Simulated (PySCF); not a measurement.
Compound: F4H2Si2.
Cartesian coordinates in Å at the GFN2-xTB level; atoms count from 1:
```
atom  x, y, z in Å
F1    -1.7574   -1.4264    0.0660
Si2   -1.1833    0.0655   -0.0965
Si3    1.0827   -0.0088    0.0759
F4     1.7188   -0.5131    1.4431
F5     1.8929   -0.8547   -0.9995
F6     1.7196    1.4414   -0.0816
H7    -1.8182    0.8163    0.9816
H8    -1.6461    0.4893   -1.4137
```

Theory: PySCF 2.14.0, density-fitted response routines, TDDFT wB97X-D/def2-SVPD, vertical, gas phase, core orbitals frozen in the response.

Problem. List the vertical singlet excitations with oscillator strengths and describe the spectrum.

Solution. 

```json
{"state": "S1", "E (eV)": "7.08", "λ (nm)": "175.0", "f": "0.031", "symmetry": "A′", "main configurations (H = HOMO, L = LUMO)": "H→L (97%)"}
{"state": "S2", "E (eV)": "7.53", "λ (nm)": "164.7", "f": "0.0037", "symmetry": "A″", "main configurations (H = HOMO, L = LUMO)": "H-1→L (97%)"}
{"state": "S3", "E (eV)": "8.13", "λ (nm)": "152.5", "f": "0.088", "symmetry": "A″", "main configurations (H = HOMO, L = LUMO)": "H→L+1 (92%)"}
{"state": "S4", "E (eV)": "8.90", "λ (nm)": "139.3", "f": "0.068", "symmetry": "A′", "main configurations (H = HOMO, L = LUMO)": "H-1→L+1 (93%)"}
{"state": "S5", "E (eV)": "9.54", "λ (nm)": "130.0", "f": "0.304", "symmetry": "A′", "main configurations (H = HOMO, L = LUMO)": "H→L+2 (92%)"}
{"state": "S6", "E (eV)": "9.64", "λ (nm)": "128.6", "f": "0.0073", "symmetry": "A″", "main configurations (H = HOMO, L = LUMO)": "H-2→L (93%)"}
{"state": "S7", "E (eV)": "9.82", "λ (nm)": "126.2", "f": "0.122", "symmetry": "A′", "main configurations (H = HOMO, L = LUMO)": "H→L+3 (83%)"}
{"state": "S8", "E (eV)": "9.91", "λ (nm)": "125.1", "f": "0.016", "symmetry": "A″", "main configurations (H = HOMO, L = LUMO)": "H-1→L+2 (47%), H-1→L+3 (23%), H-4→L (22%)"}
```

Triplets (Tamm–Dancoff): T1 6.18 eV, H→L (96%); T2 6.86 eV, H→L+1 (90%); T3 7.13 eV, H-1→L (90%).

The lowest singlet comes at 175 nm (684 kJ/mol) in the vacuum ultraviolet; it is of moderate strength; its leading configuration is HOMO→LUMO (97%). The most intense listed level is S5 at 9.54 eV (130 nm, f = 0.304), 2.45 eV above S1. Löwdin shares by element: HOMO silicon 50%, fluorine 22% or more (atoms not listed hold the other 28%); LUMO silicon 63%, hydrogen 16% (atoms not listed hold the other 21%). The listed states span 2.83 eV, and the widest gap between neighbours is 0.77 eV (S3 to S4). Orbital energies (eV): HOMO-3 -14.55, HOMO-2 -14.15, HOMO-1 -12.61, HOMO -11.98, LUMO 0.00, LUMO+1 0.78, LUMO+2 1.79. Weighted by f, the mean energy of these states is 9.21 eV. No computed singlet lies in the visible range (380 to 750 nm); the lowest, at 175 nm, stands 3.82 eV above its violet end (3.26 eV). Symmetry labels in Cs follow from the direction of the transition dipole and are given only for states with f of 0.002 or more. The window holds the lowest 8 singlets.

On one thread of an Arm Neoverse N1, no GPU, shared host, this took 38 s wall (with the writing of density and orbital grids) and 0.68 GiB of memory at its peak.
